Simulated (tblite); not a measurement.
Parent: `[CH3:1][CH2:2][C:3](=[O:4])[O:5][SiH2:6][SiH3:7]` with C1–C2–C3–O4 -2°, C2–C3–O5–Si6 179°, C3–O5–Si6–Si7 0°, C3H10O2Si2.

Computed geometry: GFN2-xTB, gas phase. One conformer each, not checked by frequencies here.

```json
{"coordinate of the parent": "C1–C2", "value": "1.521 Å"}
{"coordinate of the parent": "C2–C3", "value": "1.511 Å"}
{"coordinate of the parent": "C3=O4", "value": "1.208 Å"}
{"coordinate of the parent": "C3–O5", "value": "1.312 Å"}
{"coordinate of the parent": "O5–Si6", "value": "1.689 Å"}
{"coordinate of the parent": "Si6–Si7", "value": "2.305 Å"}
{"coordinate of the parent": "C1–C2–C3", "value": "112.4°"}
{"coordinate of the parent": "C2–C3–O4", "value": "124.0°"}
{"coordinate of the parent": "C2–C3–O5", "value": "112.9°"}
{"coordinate of the parent": "O4–C3–O5", "value": "123.2°"}
{"coordinate of the parent": "C3–O5–Si6", "value": "124.3°"}
{"coordinate of the parent": "O5–Si6–Si7", "value": "107.6°"}
```

Task: In one relative the bonds that all share with the parent change as follows (parent's numbers): C1–C2 -0.013, C2–C3 +0.005, C3–O5 +0.061, O5–Si6 -0.045, Si6–Si7 -0.005 Å. Which is it?
A. `[CH2:1]=[CH:2][C:3](=[O:4])[O:5][SiH2:6][SiH3:7]` with C1–C2–C3–O4 1°, C2–C3–O5–Si6 180°, C3–O5–Si6–Si7 0°
B. `[CH3:1][CH:2]([CH3:3])[C:4](=[O:5])[O:6][SiH2:7][SiH3:8]` with C1–C2–C4–O5 119°, C2–C4–O6–Si7 180°, C4–O6–Si7–Si8 0°
C. `[CH3:1][CH2:2][C:3](=[O:4])[CH2:5][O:6][SiH2:7][SiH3:8]` with C1–C2–C3–O4 -13°, C2–C3–C5–O6 172°, C3–C5–O6–Si7 12°, C5–O6–Si7–Si8 58°

Result: C. The changes in all of them (Å):

| SMILES | C1–C2 | C2–C3 | C3–O5 | O5–Si6 | Si6–Si7 |
| --- | --- | --- | --- | --- | --- |
| C=CC(=O)O[SiH2][SiH3] | -0.196 | -0.032 | 0.000 | 0.000 | 0.000 |
| CCC(=O)CO[SiH2][SiH3] | -0.013 | +0.005 | +0.061 | -0.045 | -0.005 |
| CC(C)C(=O)O[SiH2][SiH3] | +0.008 | +0.005 | -0.004 | -0.001 | 0.000 |

Atoms are paired thus: C=CC(=O)O[SiH2][SiH3]: C1 = C1, C2 = C2, C3 = C3, O4 = O4, O5 = O5, Si6 = Si6, Si7 = Si7; CCC(=O)CO[SiH2][SiH3]: C1 = C2, C2 = C3, C3 = C5, O5 = O6, Si6 = Si7, Si7 = Si8; CC(C)C(=O)O[SiH2][SiH3]: C1 = C1, C2 = C2, C3 = C4, O4 = O5, O5 = O6, Si6 = Si7, Si7 = Si8.
